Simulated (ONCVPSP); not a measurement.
## Varying the ONCV potential for neon

Base potential:

Ne (Z = 10), optimised norm-conserving Vanderbilt (ONCV), made with ONCVPSP 4.0.1 (PBE, scalar-relativistic). Core [He], reference 2s2 2p4 (charge +2). Waves: 2s: rc 0.60 bohr, ncon 5, nbas 8, qcut 13.9 1/bohr, local; 2p: rc 1.35 bohr, ncon 4, nbas 9, qcut 10.1 1/bohr, 1 projector; d scattering state at 0.18 Ha: rc 1.05 bohr, ncon 4, nbas 7, qcut 9.2 1/bohr, 2 projectors, debl 0.7 Ha. Local part: the s channel. Core correction: Teter function, fcfact 5.5, rcfact 1.55.

All-electron outer shells of the reference configuration (PBE, scalar-relativistic, ld1.x):

```
shell  level (eV)  outermost node (bohr)  outermost maximum (bohr)
   1s     -881.47                      –                      0.10
   2s      -78.13                   0.22                      0.66
   2p      -54.82                      –                      0.58
```

Cutoffs, loose and tight: the cutoffs (Ha) at which the residual kinetic energy of the hardest occupied pseudo-wave falls to 1 and 0.1 mHa per electron. They do not see the model core or the augmentation charge, which bear on the density cutoff. Test errors are all-electron minus pseudo excitation energies from the reference, over the configurations 2s2 2p6; 2s2 2p5; 2s2 2p3; 2s2 2p2. A dash means not determined; rows that change the core or the reference have their own tests.

| change | outcome | cutoff, loose | cutoff, tight | bound ghosts | GHOST(+) flags above zero | largest test error (meV) |
| --- | --- | --- | --- | --- | --- | --- |
| base | generated | 76 Ha | 208 Ha | none | none | +1448 |
| p: qcut 11.8 | generated | 76 Ha | 208 Ha | none | none | +1088 |
| p: nproj 2 | generated, projector energies reset by the program | 76 Ha | 208 Ha | none | none | +1584 |
| core correction Teter function, fcfact 7.3, rcfact 1.55 | generated | 76 Ha | 208 Ha | none | none | +1448 |
| s: rc 0.56 | generated | 204 Ha | 490 Ha | none | none | +1450 |
| reference 2s2 2p6 | generated | 73 Ha | 207 Ha | none | none | +990 |
| all radii but the core radius scaled by about 0.89 (s 0.54, p 1.20, d 0.92 bohr) | generated | 422 Ha | 555 Ha | none | d | +1075 |
| d: nbas 9 | generated | 76 Ha | 208 Ha | none | none | +1448 |
